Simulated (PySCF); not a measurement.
AlFHN (calculated)

Computed with PySCF 2.14.0. Calculation on a computer-drawn molecule: vertical ionisation energy to the stated ion spin, frozen-core CCSD(T) at the basis limit and cheaper methods, single-reference cases, UHF for radicals, no spin-orbit; all values are single points at the evaluated structure, the first of each entry, which is the reference or a displaced copy of it and isn't optimised; the reference structure only sets the zero of the energies above reference; triples share is (T) over the correlation energy.

Common to all runs: charge 0; multiplicity 1; ion multiplicity 2; diffuse functions no; basis cc-pV(n+d)Z; reference is the Hartree-Fock double-zeta minimum; best is HF at quadruple zeta + MP2 correlation extrapolated from triple and quadruple zeta + CCSD(T) minus MP2 at triple zeta; basis step is the size of the change from the same recipe one zeta lower.

(1) AlFHN

Evaluated structure:
```xyz
4
AlFHN
N      0.7371    -0.9121     0.3828
Al    -0.5870     0.0512     0.6075
F     -1.9488     0.9740     0.7552
H      1.4284    -1.5201     0.2882
```

Reference structure:
```xyz
4
AlFHN
N      0.6760    -0.9195     0.4094
Al    -0.5829     0.0179     0.5850
F     -1.8841     0.9884     0.7670
H      1.4640    -1.5071     0.2985
```

| Item | Value |
| --- | --- |
| ionisation energy best | 9.068 eV |
| ionisation energy basis step | 0.07382 eV |
| energy above reference best | 3.989 kcal/mol |
| energy above reference basis step | 0.0678 kcal/mol |
| ionisation energy Koopmans at triple zeta | 9.392 eV |
| ionisation energy EOM CCSD at triple zeta | 8.874 eV |
| total energy HF triple zeta | -396.4604 hartree |
| total energy CCSD(T) triple zeta | -397.0218 hartree |
| total energy best | -397.1149 hartree |
| T1 diagnostic at triple zeta | 0.01782 |
| D1 diagnostic at triple zeta | 0.04333 |
| ion T1 diagnostic at triple zeta | 0.01466 |
| ion D1 diagnostic at triple zeta | 0.03554 |
| ion spin squared at triple zeta | 0.7604 |
| triples share at triple zeta | 0.03806 |
| basis functions triple zeta | 113 |
| dipole magnitude HF at triple zeta | 1.934 debye |
| dipole magnitude CCSD unrelaxed at triple zeta | 1.424 debye |
| dipole magnitude PBE at triple zeta | 1.261 debye |
| dipole magnitude r2SCAN at triple zeta | 1.442 debye |
| dipole magnitude B3LYP at triple zeta | 1.411 debye |
| dipole magnitude wB97X at triple zeta | 1.673 debye |

Drawn bonds:
```csv
atom,other atom,order
1,2,2
2,3,1
1,4,1
```

Triple zeta:
```csv
method,ionisation energy (eV),energy above reference (kcal/mol)
HF,7.092,6.07
PBE,9.001,4.091
r2SCAN,8.773,4.636
B3LYP,8.905,4.755
wB97X,8.755,5.323
MP2,9.029,3.74
CCSD,8.672,4.563
CCSD(T),8.842,4.066
```

(2) AlFHN

Evaluated structure:
```xyz
4
AlFHN
N      0.7371    -0.9121     0.3828
Al    -0.5870     0.0512     0.6075
F     -1.9488     0.9740     0.7552
H      1.3335    -1.4367     0.3012
```

Reference structure:
```xyz
4
AlFHN
N      0.6760    -0.9195     0.4094
Al    -0.5829     0.0179     0.5850
F     -1.8841     0.9884     0.7670
H      1.4640    -1.5071     0.2985
```

| Item | Value |
| --- | --- |
| ionisation energy best | 9.137 eV |
| ionisation energy basis step | 0.07325 eV |
| energy above reference best | 35.75 kcal/mol |
| energy above reference basis step | 0.1713 kcal/mol |
| ionisation energy Koopmans at triple zeta | 9.454 eV |
| ionisation energy EOM CCSD at triple zeta | 8.959 eV |
| total energy HF triple zeta | -396.4119 hartree |
| total energy CCSD(T) triple zeta | -396.9707 hartree |
| total energy best | -397.0643 hartree |
| T1 diagnostic at triple zeta | 0.01775 |
| D1 diagnostic at triple zeta | 0.04286 |
| ion T1 diagnostic at triple zeta | 0.0145 |
| ion D1 diagnostic at triple zeta | 0.0348 |
| ion spin squared at triple zeta | 0.7596 |
| triples share at triple zeta | 0.03741 |
| basis functions triple zeta | 113 |
| dipole magnitude HF at triple zeta | 2.111 debye |
| dipole magnitude CCSD unrelaxed at triple zeta | 1.607 debye |
| dipole magnitude PBE at triple zeta | 1.449 debye |
| dipole magnitude r2SCAN at triple zeta | 1.63 debye |
| dipole magnitude B3LYP at triple zeta | 1.599 debye |
| dipole magnitude wB97X at triple zeta | 1.849 debye |

Drawn bonds:
```csv
atom,other atom,order
1,2,2
2,3,1
1,4,1
```

Triple zeta:
```csv
method,ionisation energy (eV),energy above reference (kcal/mol)
HF,7.171,36.53
PBE,9.083,37.04
r2SCAN,8.852,36.51
B3LYP,8.99,36.48
wB97X,8.839,37.11
MP2,9.09,35.92
CCSD,8.751,36.32
CCSD(T),8.917,36.12
```

(3) AlFHN

Evaluated structure:
```xyz
4
AlFHN
N      0.7371    -0.9121     0.3828
Al    -0.5870     0.0512     0.6075
F     -1.9488     0.9740     0.7552
H      1.5061    -1.5884     0.2776
```

Reference structure:
```xyz
4
AlFHN
N      0.6760    -0.9195     0.4094
Al    -0.5829     0.0179     0.5850
F     -1.8841     0.9884     0.7670
H      1.4640    -1.5071     0.2985
```

| Quantity | Value |
| --- | --- |
| ionisation energy best | 9.01 eV |
| ionisation energy basis step | 0.07376 eV |
| energy above reference best | 1.207 kcal/mol |
| energy above reference basis step | 0.1791 kcal/mol |
| ionisation energy Koopmans at triple zeta | 9.35 eV |
| ionisation energy EOM CCSD at triple zeta | 8.803 eV |
| total energy HF triple zeta | -396.4623 hartree |
| total energy CCSD(T) triple zeta | -397.0263 hartree |
| total energy best | -397.1194 hartree |
| T1 diagnostic at triple zeta | 0.01797 |
| D1 diagnostic at triple zeta | 0.04397 |
| ion T1 diagnostic at triple zeta | 0.01487 |
| ion D1 diagnostic at triple zeta | 0.03636 |
| ion spin squared at triple zeta | 0.7615 |
| triples share at triple zeta | 0.03866 |
| basis functions triple zeta | 113 |
| dipole magnitude HF at triple zeta | 1.792 debye |
| dipole magnitude CCSD unrelaxed at triple zeta | 1.277 debye |
| dipole magnitude PBE at triple zeta | 1.11 debye |
| dipole magnitude r2SCAN at triple zeta | 1.293 debye |
| dipole magnitude B3LYP at triple zeta | 1.262 debye |
| dipole magnitude wB97X at triple zeta | 1.532 debye |

Drawn bonds:
```csv
atom,other atom,order
1,2,2
2,3,1
1,4,1
```

Triple zeta:
```csv
method,ionisation energy (eV),energy above reference (kcal/mol)
HF,7.022,4.854
PBE,8.933,0.3823
r2SCAN,8.708,1.783
B3LYP,8.835,1.926
wB97X,8.684,2.721
MP2,8.979,0.8101
CCSD,8.606,1.993
CCSD(T),8.779,1.222
```

(4) AlFHN

Evaluated structure:
```xyz
4
AlFHN
N      0.7371    -0.9121     0.3828
Al    -0.5870     0.0512     0.6075
F     -1.9488     0.9740     0.7552
H      1.5083    -1.5904     0.2773
```

Reference structure:
```xyz
4
AlFHN
N      0.6760    -0.9195     0.4094
Al    -0.5829     0.0179     0.5850
F     -1.8841     0.9884     0.7670
H      1.4640    -1.5071     0.2985
```

| Item | Value |
| --- | --- |
| ionisation energy best | 9.008 eV |
| ionisation energy basis step | 0.07375 eV |
| energy above reference best | 1.312 kcal/mol |
| energy above reference basis step | 0.1816 kcal/mol |
| ionisation energy Koopmans at triple zeta | 9.349 eV |
| ionisation energy EOM CCSD at triple zeta | 8.8 eV |
| total energy HF triple zeta | -396.4621 hartree |
| total energy CCSD(T) triple zeta | -397.0261 hartree |
| total energy best | -397.1192 hartree |
| T1 diagnostic at triple zeta | 0.01797 |
| D1 diagnostic at triple zeta | 0.04399 |
| ion T1 diagnostic at triple zeta | 0.01488 |
| ion D1 diagnostic at triple zeta | 0.03639 |
| ion spin squared at triple zeta | 0.7615 |
| triples share at triple zeta | 0.03868 |
| basis functions triple zeta | 113 |
| dipole magnitude HF at triple zeta | 1.788 debye |
| dipole magnitude CCSD unrelaxed at triple zeta | 1.273 debye |
| dipole magnitude PBE at triple zeta | 1.106 debye |
| dipole magnitude r2SCAN at triple zeta | 1.288 debye |
| dipole magnitude B3LYP at triple zeta | 1.257 debye |
| dipole magnitude wB97X at triple zeta | 1.528 debye |

Drawn bonds:
```csv
atom,other atom,order
1,2,2
2,3,1
1,4,1
```

Triple zeta:
```csv
method,ionisation energy (eV),energy above reference (kcal/mol)
HF,7.02,5.01
PBE,8.931,0.4616
r2SCAN,8.706,1.887
B3LYP,8.833,2.029
wB97X,8.681,2.834
MP2,8.978,0.9132
CCSD,8.604,2.107
CCSD(T),8.777,1.327
```

(5) AlFHN

Evaluated structure:
```xyz
4
AlFHN
N      0.7371    -0.9121     0.3828
Al    -0.5870     0.0512     0.6075
F     -1.9488     0.9740     0.7552
H      1.5815    -1.6548     0.2672
```

Reference structure:
```xyz
4
AlFHN
N      0.6760    -0.9195     0.4094
Al    -0.5829     0.0179     0.5850
F     -1.8841     0.9884     0.7670
H      1.4640    -1.5071     0.2985
```

| Item | Value |
| --- | --- |
| ionisation energy best | 8.954 eV |
| ionisation energy basis step | 0.07311 eV |
| energy above reference best | 8.411 kcal/mol |
| energy above reference basis step | 0.2519 kcal/mol |
| ionisation energy Koopmans at triple zeta | 9.318 eV |
| ionisation energy EOM CCSD at triple zeta | 8.733 eV |
| total energy HF triple zeta | -396.4479 hartree |
| total energy CCSD(T) triple zeta | -397.0148 hartree |
| total energy best | -397.1079 hartree |
| T1 diagnostic at triple zeta | 0.01818 |
| D1 diagnostic at triple zeta | 0.04479 |
| ion T1 diagnostic at triple zeta | 0.01518 |
| ion D1 diagnostic at triple zeta | 0.03735 |
| ion spin squared at triple zeta | 0.7632 |
| triples share at triple zeta | 0.0393 |
| basis functions triple zeta | 113 |
| dipole magnitude HF at triple zeta | 1.661 debye |
| dipole magnitude CCSD unrelaxed at triple zeta | 1.143 debye |
| dipole magnitude PBE at triple zeta | 0.9714 debye |
| dipole magnitude r2SCAN at triple zeta | 1.154 debye |
| dipole magnitude B3LYP at triple zeta | 1.125 debye |
| dipole magnitude wB97X at triple zeta | 1.401 debye |

Drawn bonds:
```csv
atom,other atom,order
1,2,2
2,3,1
1,4,1
```

Triple zeta:
```csv
method,ionisation energy (eV),energy above reference (kcal/mol)
HF,6.951,13.89
PBE,8.868,6.735
r2SCAN,8.645,8.93
B3LYP,8.768,9.054
wB97X,8.615,10.29
MP2,8.932,8.003
CCSD,8.542,9.507
CCSD(T),8.719,8.44
```

(6) AlFHN

Evaluated structure:
```xyz
4
AlFHN
N      0.7371    -0.9121     0.3828
Al    -0.5870     0.0512     0.6075
F     -1.9488     0.9740     0.7552
H      1.6159    -1.6850     0.2625
```

Reference structure:
```xyz
4
AlFHN
N      0.6760    -0.9195     0.4094
Al    -0.5829     0.0179     0.5850
F     -1.8841     0.9884     0.7670
H      1.4640    -1.5071     0.2985
```

| Property | Result |
| --- | --- |
| energy above reference best | — |
| ionisation energy EOM CCSD at triple zeta | — |
| triples share at triple zeta | — |
| energy above reference basis step | — |

Drawn bonds:
```csv
atom,other atom,order
1,2,2
2,3,1
1,4,1
```

To be estimated
1. AlFHN (entry 6): energy above reference best?
2. Estimate the ionisation energy EOM CCSD at triple zeta of AlFHN (entry 6).
3. Give the missing triples share at triple zeta for AlFHN (entry 6).
4. What energy above reference basis step does the calculation give for AlFHN (entry 6)?

Answers
1. 13.5 kcal/mol
2. 8.702 eV
3. 0.0396
4. 0.2795 kcal/mol

Further results for AlFHN (entry 6):

| Property | Result |
| --- | --- |
| ionisation energy best | 8.93 eV |
| ionisation energy basis step | 0.0725 eV |
| ionisation energy Koopmans at triple zeta | 9.307 eV |
| total energy HF triple zeta | -396.4383 hartree |
| total energy CCSD(T) triple zeta | -397.0067 hartree |
| total energy best | -397.0998 hartree |
| T1 diagnostic at triple zeta | 0.01831 |
| D1 diagnostic at triple zeta | 0.04522 |
| ion T1 diagnostic at triple zeta | 0.01539 |
| ion D1 diagnostic at triple zeta | 0.03788 |
| ion spin squared at triple zeta | 0.7644 |
| basis functions triple zeta | 113 |
| dipole magnitude HF at triple zeta | 1.605 debye |
| dipole magnitude CCSD unrelaxed at triple zeta | 1.086 debye |
| dipole magnitude PBE at triple zeta | 0.9115 debye |
| dipole magnitude r2SCAN at triple zeta | 1.094 debye |
| dipole magnitude B3LYP at triple zeta | 1.066 debye |
| dipole magnitude wB97X at triple zeta | 1.344 debye |

Triple zeta:
```csv
method,ionisation energy (eV),energy above reference (kcal/mol)
HF,6.918,19.9
PBE,8.84,11.46
r2SCAN,8.618,14
B3LYP,8.738,14.11
wB97X,8.584,15.62
MP2,8.911,13.13
CCSD,8.513,14.76
CCSD(T),8.693,13.55
```
